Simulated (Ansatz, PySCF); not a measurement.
This Ansatz (a first-principles code) input computes a r2SCAN/def2-TZVPD energy:

Ansatz 0.2 input:
```yaml
crystal:
  periodic: [false, false, false]
  atoms:
    - {symbol: S, position_ang: [-0.79407653, -0.02069915, 0.61353267]}
    - {symbol: S, position_ang: [0.79407653, 0.02069915, -0.61353267]}
    - {symbol: H, position_ang: [-1.69423360, 0.00448942, -0.39988276]}
    - {symbol: H, position_ang: [1.69423360, -0.00448942, 0.39988276]}
basis:
  gaussian:
    orbitals: def2-TZVPD
hamiltonian:
  xc: {name: r2SCAN}
total_charge: 1
magnetization: {spin_polarized: true, initial_magnetization: 1}
output: {forces: true}
```

Problem. Write an input for the same energy in PySCF and say what it gives.

Solution. 
```python
from pyscf import gto, scf, dft

mol = gto.M(
    atom='''
    S    -0.79407653   -0.02069915    0.61353267
    S     0.79407653    0.02069915   -0.61353267
    H    -1.69423360    0.00448942   -0.39988276
    H     1.69423360   -0.00448942    0.39988276
    ''',
    basis='def2-tzvpd',
    charge=1,
    spin=1,
    verbose=4,
)

mf = dft.UKS(mol, xc='r2scan').density_fit(auxbasis='def2-universal-jkfit')
mf.grids.level = 4
mf.conv_tol = 1e-9
mf.max_cycle = 100
mf.max_memory = 1500
mf.kernel()
if not mf.converged:
    mf = mf.newton()
    mf.kernel(mf.make_rdm1())
for _ in range(2):
    mo, _, stable, _ = mf.stability(return_status=True)
    if stable:
        break
    mf.kernel(mf.make_rdm1(mo, mf.mo_occ))
mf.analyze()
```
It gives -797.23133 Eh, and Ansatz -797.23128 Eh, a difference of 0.05 mEh, from the treatment of integrals and grids.
